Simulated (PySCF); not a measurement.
**How methods differ on the ionisation energy of Nd²²⁺**

Nd²²⁺ [Kr] 4d2 [4d3/2^2, M_J = 2] → Nd²³⁺ [Kr] 4d1 [4d3/2^1, M_J = 3/2], as a difference of total energies. Computed with PySCF 2.14 in an even-tempered Gaussian basis (18 s from 1.5 bohr⁻², ratio 2.8; 14 p from 2 bohr⁻², ratio 2.8; 9 d from 2 bohr⁻², ratio 2.8; 4 f from 7.4 bohr⁻², ratio 3), with the two-component X2C-1e Hamiltonian. Correlated levels: [Ar] 3d10 frozen; the 94 highest virtual spinors dropped. "Screened" scales the spin-orbit matrix elements by Boettger's factors to mimic the two-electron term; Breit and QED terms are absent.

```tsv
method	ionisation energy (eV)
GHF (screened spin-orbit)	676.83
GMP2 (screened spin-orbit)	677.13
```

Question: How much does correlation contribute at GMP2 (screened spin-orbit)?

Answer: 677.13 − (676.83) = 0.30 eV, measured against GHF (screened spin-orbit).

Breit and QED terms and the two-electron picture change are absent.

The labels give the starting determinants; with spin-orbit coupling the two ends relaxed to ⟨J²⟩ = 6.10, ⟨L²⟩ = 10.65, ⟨S²⟩ = 1.62 and ⟨J²⟩ = 3.75, ⟨L²⟩ = 6.04, ⟨S²⟩ = 0.78.

For comparison: 678 ± 4 eV (theoretical estimate listed by NIST; NIST Atomic Spectra Database, ionization energies).
